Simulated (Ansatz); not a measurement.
Geometry optimisation, RKS r2SCAN-D4/STO-3G in Ansatz 0.2.0.

Input:

```yaml
crystal:
  periodic: [false, false, false]
  atoms:
    - { symbol: Al, position_ang: [-0.6717, 2.6145, 1.2914] }
    - { symbol: O, position_ang: [-0.0091, 0.9665, 1.2004] }
    - { symbol: Si, position_ang: [-0.9067, 0.1599, -0.0548] }
    - { symbol: C, position_ang: [-0.111, -1.5538, -0.2536] }
    - { symbol: Si, position_ang: [1.6055, -1.4757, -0.7963] }
    - { symbol: H, position_ang: [-1.9678, 2.9694, 2.2305] }
    - { symbol: H, position_ang: [-0.0887, 3.8249, 0.3723] }
    - { symbol: H, position_ang: [-2.2576, 0.0694, 0.3164] }
    - { symbol: H, position_ang: [-0.7347, 0.8945, -1.2767] }
    - { symbol: H, position_ang: [-0.7667, -2.1012, -1.0011] }
    - { symbol: H, position_ang: [-0.2676, -2.1101, 0.734] }
    - { symbol: H, position_ang: [2.1546, -2.8208, -0.9294] }
    - { symbol: H, position_ang: [2.3338, -0.7348, 0.2329] }
    - { symbol: H, position_ang: [1.6747, -0.732, -2.037] }
basis:
  gaussian: { orbitals: STO-3G }
hamiltonian:
  xc: r2scan
  dispersion: d4
relax:
  f_tol: 0.02
  max_steps: 40
scf:
  lower_state_search: "off"
output:
  orbitals: {}
```

Run as:

```bash
$ ansatz run input.yaml --threads 1 --pin off --max-ram 2048MiB --backend cpu --events-out ev --progress --plain --runs-dir out
```

Task: Where does it end, and by what steps?

Result: It converged. The force dipped under the threshold on the way, but the program's further checks kept it going. Limits of this set-up: minimal basis. After 15 steps the energy has fallen by 1.049 eV; H7 moved furthest, 1.32 Å.

```
step  energy less start (eV)  largest force component (eV/Å)  accepted
   0                  0.0000                           3.618       yes
   1                 -0.6438                           1.398       yes
   2                 -0.7412                           0.810       yes
   3                 -0.7874                           0.743       yes
   4                 -0.8121                           0.452       yes
   5                 -0.8282                           0.117       yes
   6                 -0.8400                           0.543       yes
   7                 -0.8863                           0.459       yes
   8                 -0.9252                           0.531       yes
   9                 -0.9511                           0.546       yes
  10                 -1.0326                           0.352       yes
  11                 -1.0463                           0.183       yes
  12                 -1.0246                           0.776        no
  13                 -1.0486                           0.048       yes
  14                 -1.0491                           0.006       yes
  15                 -1.0492                           0.013       yes
```

```xyz
14
Properties=species:S:1:pos:R:3
Al -0.535 2.652 1.217
O -0.032 1.343 0.291
Si -1.094 0.133 -0.218
C -0.170 -1.501 -0.184
Si 1.625 -1.363 -0.711
H -1.962 2.738 1.679
H 0.531 3.656 1.528
H -2.299 0.040 0.595
H -1.508 0.402 -1.586
H -0.685 -2.211 -0.841
H -0.210 -1.931 0.823
H 2.218 -2.677 -0.838
H 2.384 -0.614 0.264
H 1.724 -0.695 -1.990
```

Whether the end is a true minimum wasn't checked by a vibrational analysis.

Time of the run: 73 s on 1 thread of Arm Neoverse V1, on a shared host, peak memory 0.15 GiB.
